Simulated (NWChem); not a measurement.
System: TiH$_{2}$Cl$_{2}$; SMILES [Cl][TiH2][Cl]

NWChem input:

```
start job
memory heap 200 mb stack 900 mb global 1100 mb
geometry units angstroms noautosym nocenter noautoz
  Ti     0.000000     0.000000    -0.597436
  Cl     1.890370     0.000000     0.477632
  Cl    -1.890370     0.000000     0.477632
  H      0.000000    -1.346296    -1.602985
  H      0.000000     1.346296    -1.602985
end
basis spherical
  * library 6-31g*
end
dft
  xc xpbe96 cpbe96
  iterations 150
end
property
  efieldgrad
end
task dft property
```

Geometry: optimised at B3LYP/6-31G* (spherical d).

Vzz is the largest principal value of the second derivative of the potential at the nucleus (NWChem prints the opposite sign); η is the asymmetry. Non-relativistic.

Atoms are numbered as in the input.

**Question.** What results follow from this input? (PBE/6-31G* (spherical d).) Quantities: Vzz Ti1 (a.u.); η Ti1; Vzz Cl3 (a.u.); η Cl3.

**Answer.** 
```json
{
 "Vzz Ti1 (a.u.)": "0.180",
 "η Ti1": "0.13",
 "Vzz Cl3 (a.u.)": "0.373",
 "η Cl3": "0.48"
}
```
